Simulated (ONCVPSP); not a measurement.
## Potentials for arsenic (As) compared

Generated with ld1.x 7.5 (TM, RRKJ, ultrasoft, PAW), atompaw 4.2 or ONCVPSP 4.0.1. The cutoff is in Ry: for ld1.x and atompaw files where the sum of valence levels is converged to 10 mRy in a Bessel basis, for ONCV files where the hardest occupied wave has 1 mHa per electron of residual kinetic energy. The error is the largest all-electron minus pseudo excitation energy over each file’s own four to seven test configurations (ionisations up to +4, promotions, holes and added fractions of an electron), all of which were solved. The labels leave out finer settings (local radius, basis sizes, second energies), which also bear on the numbers. Spin-polarised tests are not counted. The rows are a selection from randomly drawn settings: files with unsolved tests, undetermined cutoffs or missed reference levels are left out.

A true bound ghost makes a file unfit for plane-wave use even where its test errors are small: the radial tests pick states by their node count and pass the ghost by.

```csv
potential,cutoff (Ry),largest error (meV),bound ghosts
"ONCV, PBE, scalar-relativistic, rc 1.45/1.70/1.10/1.25 (spdf), local smoothed, core correction yes, reference 3d10 4s1.5 4p3.5, qcut 4.6/3.9/14/9.9, projectors 1/2/1/2",166,-3.1,s
"ONCV, PBE, non-relativistic, rc 1.75/2.15 (sp), local smoothed, core correction yes, reference 4s2 4p3, qcut 3.7/3.3, projectors 2/2",40,-288,none
"ONCV, PBEsol, scalar-relativistic, rc 1.65/2.00/0.90 (spd), local smoothed, core correction no, reference 3d10 4s2 4p3, qcut 3.7/4.7/19.3, projectors 1/1/2",276,-15,s
"ONCV, LDA (Perdew-Zunger), fully relativistic, rc 1.35/1.60 (sp), local smoothed, core correction yes, reference 4s1 4p4, qcut 4.8/4.9, projectors 2/2",207,-1886,"s, p3/2, p1/2"
"ONCV, PBE, fully relativistic, rc 1.15/1.15/1.30 (spd), local smoothed, core correction no, reference 3s2 3p6 3d10 4s1 4p4, qcut 9.6/9.5/13.8, projectors 2/2/2",143,-10,none
"ONCV, LDA (Perdew-Zunger), non-relativistic, rc 0.95/0.90/1.25 (spd), local smoothed, core correction no, reference 3s2 3p6 3d10 4s2 4p1, qcut 16/11.8/10.7, projectors 2/2/2",148,+517,none
```

Question: Fill in the row for As: ONCV, revPBE, scalar-relativistic, rc 1.45/1.70/0.80 (spd), local smoothed, core correction yes, reference 3d10 4s1 4p4, qcut 5/4.7/18.4, projectors 1/2/2.

Answer: cutoff 304 Ry, largest error -6.1 meV, bound ghosts: s, p.
